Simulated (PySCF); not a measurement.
Al(H)2(OSiH3) (AlH5OSi), SMILES [AlH2][O][SiH3]. The structure is a stationary point at PBE0-D3(BJ)/def2-TZVP.

Computed equilibrium geometry at PBE0-D3(BJ)/def2-TZVP (PySCF confirms it by a frequency run) as Cartesian coordinates in Å:
```xyz
8

Al    -0.3114     0.3134     1.6817
H     -1.8319     0.5366     2.0473
H      0.8675     0.3620     2.7304
O      0.0823     0.0048     0.0758
Si     0.2465    -0.2789    -1.5142
H      1.1236     0.7545    -2.1255
H     -1.0766    -0.2431    -2.1939
H      0.8559    -1.6181    -1.7295
```
